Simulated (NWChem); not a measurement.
The numbers come from NWChem runs, not from measurements. System: germylsilane (H$_{6}$GeSi), charge 0, spin multiplicity 1, at a geometry optimised with PBE0/def2-SVP. Level: CCSD(T)/def2-SVP, 14 core orbitals frozen.

Job file:

```
start mol
memory heap 100 mb stack 700 mb global 1900 mb
geometry units angstroms nocenter noautoz
  Si     0.061718     1.604319     0.000000
  Ge    -0.029887    -0.777016     0.000000
  H      0.782675     2.091382     1.215412
  H      0.782675     2.091382    -1.215412
  H     -1.320933     2.172216     0.000000
  H     -0.771566    -1.289203     1.249499
  H     -0.771566    -1.289203    -1.249499
  H      1.391031    -1.372530     0.000000
  symmetry group Cs
end
basis spherical
  * library def2-svp
end
scf
  rhf
  nopen 0
  maxiter 100
  thresh 1e-7
  semidirect memsize 60000000 filesize 0
end
ccsd
  freeze core 14
  maxiter 60
end
task ccsd(t) energy
```

Output (cleaned and shortened):

```
             Northwest Computational Chemistry Package (NWChem) 7.3.0
             --------------------------------------------------------

                                NWChem Input Module
                                -------------------

 Scaling coordinates for geometry "geometry" by  1.889725989
 (inverse scale =  0.529177249)

 Turning off AUTOSYM since
 SYMMETRY directive was detected!

                             Geometry "geometry" -> ""
                             -------------------------

 Output coordinates in angstroms (scale by  1.889725989 to convert to a.u.)

  No.       Tag          Charge          X              Y              Z
 ---- ---------------- ---------- -------------- -------------- --------------
    1 Si                  14.0000     0.06171800     1.60431900     0.00000000
    2 Ge                  32.0000    -0.02988700    -0.77701600     0.00000000
    3 H                    1.0000     0.78267500     2.09138200     1.21541200
    4 H                    1.0000     0.78267500     2.09138200    -1.21541200
    5 H                    1.0000    -1.32093300     2.17221600     0.00000000
    6 H                    1.0000    -0.77156600    -1.28920300     1.24949900
    7 H                    1.0000    -0.77156600    -1.28920300    -1.24949900
    8 H                    1.0000     1.39103100    -1.37253000     0.00000000

 Effective nuclear repulsion energy (a.u.)     172.4169138733

            Nuclear Dipole moment (a.u.)
            ----------------------------
        X                 Y               Z
 ---------------- ---------------- ----------------
    -0.0000302356    -0.0000037795     0.0000000000

      Symmetry information
      --------------------

 Group name             Cs
 Group number              2
 Group order               2
 No. of unique centers     6

      Symmetry unique atoms

     1    2    3    5    6    8


 Summary of "ao basis" -> "" (spherical)
 ------------------------------------------------------------------------------
       Tag                 Description            Shells   Functions and Types
 ---------------- ------------------------------  ------  ---------------------
 *                          def2-svp                  on all atoms

 Summary of "ao basis" -> "ao basis" (spherical)
 ------------------------------------------------------------------------------
       Tag                 Description            Shells   Functions and Types
 ---------------- ------------------------------  ------  ---------------------
 Si                         def2-svp                 8       18   4s3p1d
 Ge                         def2-svp                12       32   5s4p3d
 H                          def2-svp                 3        5   2s1p

                                 NWChem SCF Module
                                 -----------------

  ao basis        = "ao basis"
  functions       =    80
  atoms           =     8
  closed shells   =    26
  open shells     =     0
  charge          =   0.00
  wavefunction    = RHF
  use symmetry    = T
  symmetry adapt  = T

 Summary of "ao basis" -> "ao basis" (spherical)
 ------------------------------------------------------------------------------
       Tag                 Description            Shells   Functions and Types
 ---------------- ------------------------------  ------  ---------------------
 Si                         def2-svp                 8       18   4s3p1d
 Ge                         def2-svp                12       32   5s4p3d
[...]
task        39 out of       741 done   5%  at       0.6 secs
task        75 out of       741 done  10%  at       0.7 secs
task       112 out of       741 done  15%  at       0.8 secs
task       149 out of       741 done  20%  at       1.0 secs
task       187 out of       741 done  25%  at       1.2 secs
task       223 out of       741 done  30%  at       1.3 secs
task       260 out of       741 done  35%  at       1.4 secs
task       302 out of       741 done  40%  at       1.5 secs
task       334 out of       741 done  45%  at       1.6 secs
task       371 out of       741 done  50%  at       1.7 secs
task       419 out of       741 done  56%  at       1.9 secs
task       445 out of       741 done  60%  at       1.9 secs
task       482 out of       741 done  65%  at       2.0 secs
task       522 out of       741 done  70%  at       2.0 secs
task       556 out of       741 done  75%  at       2.1 secs
task       593 out of       741 done  80%  at       2.2 secs
task       630 out of       741 done  85%  at       2.3 secs
task       667 out of       741 done  90%  at       2.4 secs
task       704 out of       741 done  95%  at       2.5 secs
task       741 out of       741 done 100%  at       2.6 secs
 commencing triples evaluation - blocking       1
 ccsd(t): done        1 out of       54 progress:    1.9%
 ccsd(t): done        2 out of       54 progress:    3.7%
 ccsd(t): done        3 out of       54 progress:    5.6%
 ccsd(t): done        4 out of       54 progress:    7.4%
 ccsd(t): done        5 out of       54 progress:    9.3%
 ccsd(t): done        6 out of       54 progress:   11.1%
 ccsd(t): done        7 out of       54 progress:   13.0%
 ccsd(t): done        8 out of       54 progress:   14.8%
 ccsd(t): done        9 out of       54 progress:   16.7%
 ccsd(t): done       10 out of       54 progress:   18.5%
 ccsd(t): done       11 out of       54 progress:   20.4%
 ccsd(t): done       12 out of       54 progress:   22.2%
 ccsd(t): done       13 out of       54 progress:   24.1%
 ccsd(t): done       14 out of       54 progress:   25.9%
 ccsd(t): done       15 out of       54 progress:   27.8%
 ccsd(t): done       16 out of       54 progress:   29.6%
 ccsd(t): done       17 out of       54 progress:   31.5%
 ccsd(t): done       18 out of       54 progress:   33.3%
 ccsd(t): done       19 out of       54 progress:   35.2%
 ccsd(t): done       20 out of       54 progress:   37.0%
 ccsd(t): done       21 out of       54 progress:   38.9%
 ccsd(t): done       22 out of       54 progress:   40.7%
 ccsd(t): done       23 out of       54 progress:   42.6%
 ccsd(t): done       24 out of       54 progress:   44.4%
 ccsd(t): done       25 out of       54 progress:   46.3%
 ccsd(t): done       26 out of       54 progress:   48.1%
 ccsd(t): done       27 out of       54 progress:   50.0%
 ccsd(t): done       28 out of       54 progress:   51.9%
 ccsd(t): done       29 out of       54 progress:   53.7%
 ccsd(t): done       30 out of       54 progress:   55.6%
 ccsd(t): done       31 out of       54 progress:   57.4%
 ccsd(t): done       32 out of       54 progress:   59.3%
 ccsd(t): done       33 out of       54 progress:   61.1%
 ccsd(t): done       34 out of       54 progress:   63.0%
 ccsd(t): done       35 out of       54 progress:   64.8%
 ccsd(t): done       36 out of       54 progress:   66.7%
 ccsd(t): done       37 out of       54 progress:   68.5%
 ccsd(t): done       38 out of       54 progress:   70.4%
 ccsd(t): done       39 out of       54 progress:   72.2%
 ccsd(t): done       40 out of       54 progress:   74.1%
 ccsd(t): done       41 out of       54 progress:   75.9%
 ccsd(t): done       42 out of       54 progress:   77.8%
 ccsd(t): done       43 out of       54 progress:   79.6%
 ccsd(t): done       44 out of       54 progress:   81.5%
 ccsd(t): done       45 out of       54 progress:   83.3%
 ccsd(t): done       46 out of       54 progress:   85.2%
 ccsd(t): done       47 out of       54 progress:   87.0%
 ccsd(t): done       48 out of       54 progress:   88.9%
 ccsd(t): done       49 out of       54 progress:   90.7%
 ccsd(t): done       50 out of       54 progress:   92.6%
 ccsd(t): done       51 out of       54 progress:   94.4%
 ccsd(t): done       52 out of       54 progress:   96.3%
 ccsd(t): done       53 out of       54 progress:   98.1%
 ccsd(t): done       54 out of       54 progress:  100.0%
 Time for integral evaluation pass     1        2.65
 Time for triples evaluation pass      1        4.49

 pseudo-e(mp4)  -0.10701013264230E-01
 pseudo-e(mp5)   0.88789547317155E-03
        e(t)    -0.98131177910580E-02

 --------------
 CCSD(T) Energy
 --------------
 Reference energy:                   -2367.423865362027300

 CCSD corr. energy:                     -0.383353695685957
 T(CCSD) corr. energy:                  -0.010701013264230
 Total CCSD+T(CCSD) energy:          -2367.817920070977380

 CCSD corr. energy:                     -0.383353695685957
 (T) corr. energy:                      -0.009813117791058
 Total CCSD(T) energy:               -2367.817032175504210

 routine      calls  cpu(0)   cpu-min  cpu-ave  cpu-max   i/o
 aoccsd          1     0.02     0.02     0.02     0.02    0.00
 iterdrv         1     0.02     0.02     0.02     0.02    0.00
 pampt          11     0.09     0.09     0.09     0.09    0.00
 t2pm           11     0.14     0.14     0.14     0.14    0.00
 sxy            11     0.54     0.54     0.54     0.54    0.00
 ints      5912203    31.15    31.15    31.15    31.15    0.00
 t2eri        8151     8.68     8.68     8.68     8.68    0.00
 idx2         8151     1.12     1.12     1.12     1.12    0.00
 idx34          11     0.11     0.11     0.11     0.11    0.00
 ht2pm          11     0.25     0.25     0.25     0.25    0.00
 itm            11     1.05     1.05     1.05     1.05    0.00
 pdiis          11     0.04     0.04     0.04     0.04    0.00
 triples         1     0.00     0.00     0.00     0.00    0.00
 rdtrpo          1     0.01     0.01     0.01     0.01    0.00
 trpmos          1     2.65     2.65     2.65     2.65    0.00
 trpdrv          1     0.60     0.60     0.60     0.60    0.00
 dovvv      101088     1.99     1.99     1.99     1.99    0.00
 doooo      101088     0.57     0.57     0.57     0.57    0.00
 tengy       93312     1.29     1.29     1.29     1.29    0.00
 Total                50.29    50.29    50.29    50.29    0.00

 Task  times  cpu:       54.4s     wall:       54.4s

 Total times  cpu:       54.5s     wall:       54.5s
```
